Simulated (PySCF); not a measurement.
# In(OH)₂: from structure and modes to constants

These are results of PySCF, UPBE0, basis In def2-TZVP with ECP28, O def2-TZVP, H def2-TZVP (scalar-relativistic core potentials, no spin–orbit coupling, density fitting), not measurements.

The doublet minimum has C2v symmetry. Masses (u): In 114.90388, O 15.99492, H 1.00782.

```xyz
5
charge 0 multiplicity 2, angstrom
In    0.0000    0.0000   -0.2504
O     1.6365   -0.3657    0.8466
O    -1.6365    0.3657    0.8466
H     2.4144   -0.5396    0.3098
H    -2.4144    0.5396    0.3098
```

Harmonic wavenumbers (cm⁻¹): 133.6 (a1, ×1), 237.5 (a2, ×1), 272.7 (b1, ×1), 539.1 (a1, ×1), 562.0 (b2, ×1), 733.2 (b2, ×1), 782.4 (a1, ×1), 3881.3 (b2, ×1), 3882.3 (a1, ×1).

Q: Find the principal moments of inertia and the rotational constants. What kind of rotor is it?

A: About the centre of mass I = 30.323, 102.28, 132.61 u Å². With B = 16.8576/I this gives 0.5559, 0.1648, 0.1271 cm⁻¹. The molecule is an asymmetric top with κ = -0.82.

Q: Find the vibrational entropy and heat capacity at 298.15 K.

A: With u = 1.43878 ω/T, each mode gives S = R[u/(eᵘ−1) − ln(1−e⁻ᵘ)] and C = R u² eᵘ/(eᵘ−1)².
```json
{"ω (cm⁻¹)": "133.6", "u": "0.645", "S (J/(mol K))": "12.11", "C (J/(mol K))": "8.03"}
{"ω (cm⁻¹)": "237.5", "u": "1.146", "S (J/(mol K))": "7.62", "C (J/(mol K))": "7.46"}
{"ω (cm⁻¹)": "272.7", "u": "1.316", "S (J/(mol K))": "6.61", "C (J/(mol K))": "7.21"}
{"ω (cm⁻¹)": "539.1", "u": "2.602", "S (J/(mol K))": "2.37", "C (J/(mol K))": "4.87"}
{"ω (cm⁻¹)": "562.0", "u": "2.712", "S (J/(mol K))": "2.18", "C (J/(mol K))": "4.66"}
{"ω (cm⁻¹)": "733.2", "u": "3.538", "S (J/(mol K))": "1.13", "C (J/(mol K))": "3.21"}
{"ω (cm⁻¹)": "782.4", "u": "3.776", "S (J/(mol K))": "0.93", "C (J/(mol K))": "2.85"}
{"ω (cm⁻¹)": "3881.3", "u": "18.730", "S (J/(mol K))": "0.00", "C (J/(mol K))": "0.00"}
{"ω (cm⁻¹)": "3882.3", "u": "18.735", "S (J/(mol K))": "0.00", "C (J/(mol K))": "0.00"}
```
The sums over all modes are S = 32.9 and C = 38.3 J/(mol K); the softest mode gives 37 % of the entropy.

Q: Give the standard entropy (298.15 K, 1 bar) by its translational, rotational, vibrational and spin parts, and Cp.

A: Sackur–Tetrode with M = 148.91 u gives 171.3; rotation with symmetry number 2 gives 96.5; vibration 32.9; spin R ln 2 = 5.8. The total is 306.5 J/(mol K), and Cp = 4 R + 38.3 = 71.5 J/(mol K).

This need not be the most stable arrangement of these atoms. With an element this heavy the missing spin–orbit coupling can shift these numbers.
